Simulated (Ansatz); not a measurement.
Abridged output of a molecular run in Ansatz:

```
Functional definition: HF
1126 factors; integrals over basis functions are off by at most 1.2e-3 eV
mean field evaluation 1: about -80020.1552 eV, gradient 2.8e1 eV
mean field evaluation 2: about -80020.1768 eV, gradient 2.8e1 eV
mean field evaluation 4: about -80022.4475 eV, gradient 2.4e0 eV
mean field evaluation 8: about -80022.4722 eV, gradient 2.9e-4 eV
mean field -80022.47216542 eV, -2940.7716108993 hartree, gradient 2.6e-6 eV, S^2 0.000000; 0 other end points of the search recorded, 0 dependent functions left out
16 core orbitals not correlated: weight in the atoms' cores, before any rotation towards them, 1.000 or more for the frozen orbitals, at most 0.000 for the correlated occupied ones
reference -80022.47216542 eV, -2940.7716108993 hartree; 18, 18 occupied and 79, 79 virtual orbitals, 1126 factors
second order -16.90798183 eV of doubles, -0.00000000 eV of singles
cycle   1  -17.71191726 eV  change   -8.0e-1 eV  update   7.7e-2
cycle   2  -18.14064403 eV  change   -4.3e-1 eV  update   2.2e-2
cycle   3  -18.18156653 eV  change   -4.1e-2 eV  update   7.7e-3
cycle   4  -18.18030245 eV  change    1.3e-3 eV  update   1.8e-3
cycle   5  -18.18103810 eV  change   -7.4e-4 eV  update   5.2e-4
cycle   6  -18.18086621 eV  change    1.7e-4 eV  update   1.4e-4
cycle   7  -18.18087454 eV  change   -8.3e-6 eV  update   3.6e-5
perturbative correction -0.46031672 eV, -0.0169163275 hartree
Total energy: -80041.11335668 eV, -2941.4566620427 hartree
```

Its atoms:

```xyz
11

C     0.367    1.235   -0.935
Si   -0.238   -0.451   -0.433
C    -0.286   -0.675    1.413
Br    1.153   -1.981   -1.292
H     1.365    1.423   -0.534
H    -0.310    2.006   -0.552
H     0.410    1.326   -2.021
H    -1.569   -0.730   -1.030
H     0.703   -0.514    1.848
H    -0.980    0.043    1.860
H    -0.616   -1.682    1.675
```

**Question.** Which basis set was used?
A. def2-SVPD
B. def2-QZVPP
C. def2-SVP
D. def2-TZVPPD

**Answer.** C. It gives 113 functions.

**Question.** Write the keys of the input that set method, charge and spin (a neutral closed shell needs none for the last two).

**Answer.** 
```yaml
correlation: {method: ccsd_t}
```
